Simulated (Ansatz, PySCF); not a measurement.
Intermolecular potential of HBr ··· CH3Cl (SMILES Br and CCl). Monomers: optimised at B3LYP-D3(BJ) (def2-TZVP), held rigid. Orientation: lowest of the rigid-body minima from ten starts at GFN2-xTB. Only R, the distance of the centres of mass, is varied, so the lowest point isn't the relaxed dimer.

- RHF/LANL2DZ = PySCF 2.14.0 with restricted Hartree-Fock/LANL2DZ, with its core potentials past Ne, no counterpoise correction
- RKS-B3LYP/6-31G* = restricted B3LYP/6-31G*, spherical d, no counterpoise correction in PySCF 2.14.0
- RHF/STO-3G = restricted Hartree-Fock/STO-3G, no counterpoise correction in PySCF
- CCSD(T)/aug-cc-pVTZ = CCSD(T) on RHF/aug-cc-pVTZ, cores with 3d frozen, counterpoise-corrected in Ansatz (a quantum-chemistry and plane-wave program)

Interaction energies in kcal/mol; the last columns give the difference from CCSD(T):

```json
[
 {"R / Å": "3.06", "RHF/LANL2DZ": "17.61", "RKS-B3LYP/6-31G*": "9.49", "RHF/STO-3G": "16.11", "CCSD(T)/aug-cc-pVTZ": "7.96", "RHF/LANL2DZ − CCSD(T)/aug-cc-pVTZ": "9.65", "RKS-B3LYP/6-31G* − CCSD(T)/aug-cc-pVTZ": "1.54", "RHF/STO-3G − CCSD(T)/aug-cc-pVTZ": "8.15"},
 {"R / Å": "3.14", "RHF/LANL2DZ": "12.71", "RKS-B3LYP/6-31G*": "6.10", "RHF/STO-3G": "11.16", "CCSD(T)/aug-cc-pVTZ": "4.70", "RHF/LANL2DZ − CCSD(T)/aug-cc-pVTZ": "8.02", "RKS-B3LYP/6-31G* − CCSD(T)/aug-cc-pVTZ": "1.41", "RHF/STO-3G − CCSD(T)/aug-cc-pVTZ": "6.46"},
 {"R / Å": "3.45", "RHF/LANL2DZ": "2.42", "RKS-B3LYP/6-31G*": "-0.50", "RHF/STO-3G": "1.68", "CCSD(T)/aug-cc-pVTZ": "-1.51", "RHF/LANL2DZ − CCSD(T)/aug-cc-pVTZ": "3.93", "RKS-B3LYP/6-31G* − CCSD(T)/aug-cc-pVTZ": "1.01", "RHF/STO-3G − CCSD(T)/aug-cc-pVTZ": "3.19"},
 {"R / Å": "3.59", "RHF/LANL2DZ": "0.48", "RKS-B3LYP/6-31G*": "-1.56", "RHF/STO-3G": "0.13", "CCSD(T)/aug-cc-pVTZ": "-2.43", "RHF/LANL2DZ − CCSD(T)/aug-cc-pVTZ": "2.91", "RKS-B3LYP/6-31G* − CCSD(T)/aug-cc-pVTZ": "0.86", "RHF/STO-3G − CCSD(T)/aug-cc-pVTZ": "2.56"},
 {"R / Å": "3.80", "RHF/LANL2DZ": "-0.91", "RKS-B3LYP/6-31G*": "-2.13", "RHF/STO-3G": "-0.82", "CCSD(T)/aug-cc-pVTZ": "-2.82", "RHF/LANL2DZ − CCSD(T)/aug-cc-pVTZ": "1.91", "RKS-B3LYP/6-31G* − CCSD(T)/aug-cc-pVTZ": "0.69", "RHF/STO-3G − CCSD(T)/aug-cc-pVTZ": "2.00"},
 {"R / Å": "4.01", "RHF/LANL2DZ": "-1.38", "RKS-B3LYP/6-31G*": "-2.08", "RHF/STO-3G": "-1.02", "CCSD(T)/aug-cc-pVTZ": "-2.66", "RHF/LANL2DZ − CCSD(T)/aug-cc-pVTZ": "1.28", "RKS-B3LYP/6-31G* − CCSD(T)/aug-cc-pVTZ": "0.58", "RHF/STO-3G − CCSD(T)/aug-cc-pVTZ": "1.64"},
 {"R / Å": "4.35", "RHF/LANL2DZ": "-1.38", "RKS-B3LYP/6-31G*": "-1.58", "RHF/STO-3G": "-0.84", "CCSD(T)/aug-cc-pVTZ": "-2.05", "RHF/LANL2DZ − CCSD(T)/aug-cc-pVTZ": "0.67", "RKS-B3LYP/6-31G* − CCSD(T)/aug-cc-pVTZ": "0.46", "RHF/STO-3G − CCSD(T)/aug-cc-pVTZ": "1.20"},
 {"R / Å": "4.68", "RHF/LANL2DZ": "-1.13", "RKS-B3LYP/6-31G*": "-1.11", "RHF/STO-3G": "-0.62", "CCSD(T)/aug-cc-pVTZ": "-1.48", "RHF/LANL2DZ − CCSD(T)/aug-cc-pVTZ": "0.35", "RKS-B3LYP/6-31G* − CCSD(T)/aug-cc-pVTZ": "0.37", "RHF/STO-3G − CCSD(T)/aug-cc-pVTZ": "0.86"},
 {"R / Å": "5.04", "RHF/LANL2DZ": "-0.83", "RKS-B3LYP/6-31G*": "-0.74", "RHF/STO-3G": "-0.45", "CCSD(T)/aug-cc-pVTZ": "-1.02", "RHF/LANL2DZ − CCSD(T)/aug-cc-pVTZ": "0.19", "RKS-B3LYP/6-31G* − CCSD(T)/aug-cc-pVTZ": "0.28", "RHF/STO-3G − CCSD(T)/aug-cc-pVTZ": "0.58"},
 {"R / Å": "5.81", "RHF/LANL2DZ": "-0.42", "RKS-B3LYP/6-31G*": "-0.36", "RHF/STO-3G": "-0.25", "CCSD(T)/aug-cc-pVTZ": "-0.49", "RHF/LANL2DZ − CCSD(T)/aug-cc-pVTZ": "0.07", "RKS-B3LYP/6-31G* − CCSD(T)/aug-cc-pVTZ": "0.13", "RHF/STO-3G − CCSD(T)/aug-cc-pVTZ": "0.24"},
 {"R / Å": "6.86", "RHF/LANL2DZ": "-0.21", "RKS-B3LYP/6-31G*": "-0.18", "RHF/STO-3G": "-0.13", "CCSD(T)/aug-cc-pVTZ": "-0.21", "RHF/LANL2DZ − CCSD(T)/aug-cc-pVTZ": "0.00", "RKS-B3LYP/6-31G* − CCSD(T)/aug-cc-pVTZ": "0.03", "RHF/STO-3G − CCSD(T)/aug-cc-pVTZ": "0.08"},
 {"R / Å": "8.13", "RHF/LANL2DZ": "-0.11", "RKS-B3LYP/6-31G*": "-0.09", "RHF/STO-3G": "-0.07", "CCSD(T)/aug-cc-pVTZ": "-0.09", "RHF/LANL2DZ − CCSD(T)/aug-cc-pVTZ": "-0.01", "RKS-B3LYP/6-31G* − CCSD(T)/aug-cc-pVTZ": "0.00", "RHF/STO-3G − CCSD(T)/aug-cc-pVTZ": "0.02"}
]
```

RHF/LANL2DZ is furthest from CCSD(T)/aug-cc-pVTZ at 3.06 (9.65 kcal/mol, above); its mean absolute difference over the points is 2.42 kcal/mol.

RKS-B3LYP/6-31G* is furthest from CCSD(T)/aug-cc-pVTZ at 3.06 (1.54 kcal/mol, above); its mean absolute difference over the points is 0.61 kcal/mol.

RHF/STO-3G is furthest from CCSD(T)/aug-cc-pVTZ at 3.06 (8.15 kcal/mol, above); its mean absolute difference over the points is 2.25 kcal/mol.
